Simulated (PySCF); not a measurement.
**Computed properties of NbOF3, SMILES [Nb]([F])(=[O])([F])[F], multiplicity 1**

NbOF3, SMILES [O]=[Nb]([F])([F])[F], multiplicity 1. Geometry optimised at B3LYP-D3(BJ)/def2-SVP. The multiplicity is an assumed one; other spin states were not compared. The def2 effective core potentials stand for the cores of Nb; spin–orbit coupling is left out. The values are those of a single conformer. All values are computed for the isolated molecule unless a solvent is named; none is compared with measurement here.

**Structure.** The optimised structure has C3v symmetry. All 9 harmonic modes at B3LYP-D3(BJ)/def2-SVP (PySCF) are real, so it is a minimum. With heavy atoms numbered as in [Nb:1](=[O:2])([F:3])([F:4])[F:5], the shortest bond between them is Nb1–O2 at 1.692 Å and the longest Nb1–F4 at 1.866 Å.

**Vibrations.** The strongest infrared lines (harmonic, unscaled, degenerate partners summed) lie at 733 cm⁻¹ (338 km/mol, F 75 %, Nb 25 %), 1056 cm⁻¹ (161 km/mol, O 85 %, Nb 15 %), 702 cm⁻¹ (53 km/mol, F 95 %). The softest mode is at 167 cm⁻¹ and the zero-point energy is 6.1 kcal/mol.

**Electronic structure.** ωB97X/def2-TZVPD (PySCF) places the frontier levels at -13.16 and -0.16 eV, a gap of 13.00 eV, and gives a dipole moment of 1.29 D and a mean polarisability of 39.0 bohr³. PBE/def2-TZVPD (PySCF) at the same geometry gives -8.99 and -3.25 eV, so its gap is 7.26 eV narrower. An orbital gap is neither the optical nor the fundamental gap.

**Excitations.** TDDFT-PBE0/def2-SVPD (PySCF) has S1 at 6.09 eV (204 nm, f = 0.000, dark); the most intense of the 10 singlets computed lies at 6.64 eV (f = 0.01). Strengths of degenerate partners are summed. T1 (TDA) is at 5.48 eV. TDDFT-PBE/def2-SVPD (PySCF) puts S1 at 5.72 eV. No vertical singlet excitation falls in the visible range (under 3.1 eV).
